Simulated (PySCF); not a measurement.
**Electron correlation in Au (gold, neutral)**

[Xe] 4f14 5d10 6p1, 2P determinant (an excited configuration). All numbers are calculated (PySCF 2.14, scalar relativity by spin-free X2C-1e, in ANO-RCC-VTZP (8s7p5d3f1g, 84 functions)). Frozen: [Xe] 4f14; 11 electrons correlated.

```csv
level,correlation energy (mhartree)
CCSD,-319.80
(T),-14.68
CCSD(T),-334.48
```

Diagnostics: T1 = 0.032, D1 = 0.1395, largest double amplitude 0.056.

Spin-orbit coupling, absent here, splits the open shell strongly. T1 exceeds 0.03, a sign that the reference determinant is poor.

Cost of the coupled-cluster step: of the order of 14 core-seconds, for 11 correlated electrons.

Iterations:

```
CC2 = 0
CCSD nocc = (np.int64(6), np.int64(5)), nmo = (50, 50)
frozen orbitals [[0, 1, 2, 3, 4, 5, 6, 7, 8, 9, 10, 11, 12, 13, 14, 15, 16, 17, 18, 19, 20, 21, 22, 23, 24, 25, 26, 27, 28, 29, 30, 31, 32, 33], [0, 1, 2, 3, 4, 5, 6, 7, 8, 9, 10, 11, 12, 13, 14, 15, 16, 17, 18, 19, 20, 21, 22, 23, 24, 25, 26, 27, 28, 29, 30, 31, 32, 33]]
max_cycle = 100
direct = 0
conv_tol = 1e-08
conv_tol_normt = 1e-06
diis_space = 8
diis_start_cycle = 0
Init t2, MP2 energy = -0.338133197300371
Init E_corr(UCCSD) = -0.338133197308783
cycle = 1  E_corr(UCCSD) = -0.311511660542953  dE = 0.0266215368  norm(t1,t2) = 0.0582437
cycle = 2  E_corr(UCCSD) = -0.31772472396345  dE = -0.00621306342  norm(t1,t2) = 0.0251507
cycle = 3  E_corr(UCCSD) = -0.317747708664233  dE = -2.29847008e-05  norm(t1,t2) = 0.0175031
cycle = 4  E_corr(UCCSD) = -0.319085047728985  dE = -0.00133733906  norm(t1,t2) = 0.0133092
cycle = 5  E_corr(UCCSD) = -0.319582128676613  dE = -0.000497080948  norm(t1,t2) = 0.00859434
cycle = 6  E_corr(UCCSD) = -0.319516733023975  dE = 6.53956526e-05  norm(t1,t2) = 0.00534512
cycle = 7  E_corr(UCCSD) = -0.319774177857071  dE = -0.000257444833  norm(t1,t2) = 0.00324383
cycle = 8  E_corr(UCCSD) = -0.319798323977052  dE = -2.414612e-05  norm(t1,t2) = 0.00130707
cycle = 9  E_corr(UCCSD) = -0.319810666215012  dE = -1.2342238e-05  norm(t1,t2) = 0.00317193
cycle = 10  E_corr(UCCSD) = -0.319769966961101  dE = 4.06992539e-05  norm(t1,t2) = 0.000818244
cycle = 11  E_corr(UCCSD) = -0.319799255679284  dE = -2.92887182e-05  norm(t1,t2) = 0.000467946
cycle = 12  E_corr(UCCSD) = -0.319795426558623  dE = 3.82912066e-06  norm(t1,t2) = 0.000293888
cycle = 13  E_corr(UCCSD) = -0.319798443104359  dE = -3.01654574e-06  norm(t1,t2) = 0.000103746
cycle = 14  E_corr(UCCSD) = -0.319797026380855  dE = 1.4167235e-06  norm(t1,t2) = 4.96098e-05
cycle = 15  E_corr(UCCSD) = -0.31979845283766  dE = -1.42645681e-06  norm(t1,t2) = 2.99044e-05
cycle = 16  E_corr(UCCSD) = -0.319799959251963  dE = -1.5064143e-06  norm(t1,t2) = 1.66131e-05
cycle = 17  E_corr(UCCSD) = -0.319799937655  dE = 2.15969625e-08  norm(t1,t2) = 5.97958e-06
cycle = 18  E_corr(UCCSD) = -0.319799926340086  dE = 1.13149144e-08  norm(t1,t2) = 4.10275e-06
cycle = 19  E_corr(UCCSD) = -0.319799917713508  dE = 8.62657817e-09  norm(t1,t2) = 9.59173e-06
cycle = 20  E_corr(UCCSD) = -0.319799884199658  dE = 3.35138501e-08  norm(t1,t2) = 3.107e-06
cycle = 21  E_corr(UCCSD) = -0.319799870413401  dE = 1.37862562e-08  norm(t1,t2) = 1.31659e-06
cycle = 22  E_corr(UCCSD) = -0.319799869105278  dE = 1.30812383e-09  norm(t1,t2) = 5.05929e-07
UCCSD converged
E(UCCSD) = -19008.24856697561  E_corr = -0.3197998691052776
UCCSD(T) correction = -0.0146825605523232
```

The basis was made for the ground configuration and has no added diffuse functions, which can raise the energy of the promoted electron.
